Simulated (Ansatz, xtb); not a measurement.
Torsion H3–O1–Bi2–H4 in BiH3O (SMILES [OH][BiH2]); at each angle all else is relaxed with GFN2-xTB, and the levels are single points there.
Geometry at 300° (charge 0, multiplicity 1):
```xyz
5

O      1.3350    -0.4163    -0.1185
Bi    -0.7060    -0.2104     0.3375
H      1.8084     0.3558     0.1832
H     -0.3993    -0.0813     2.0887
H     -0.6528     1.5691     0.2670
```

On the grid 0° to 330°, 60° is the highest and 300° the lowest point at MP2/CBS(def2-TZVPP, def2-QZVPP) + ΔCCSD(T)/def2-TZVPP.

Run with Ansatz (Gaussian basis) for Hartree–Fock, density functionals and correlated methods; xtb for the GFN methods.  In def2 rows elements past Kr take small-core potentials, without spin–orbit coupling.

**Question.** One of these levels gives 2.04 kcal/mol for the energy at 60° less that at 300°. Which?
A) SVWN5/def2-TZVPP
B) GFN1-xTB
C) HF/def2-QZVPP

**Answer.** C, HF/def2-QZVPP. The others give 1.20 (GFN1-xTB), 1.61 (SVWN5/def2-TZVPP)

Ansatz is an electronic-structure program.
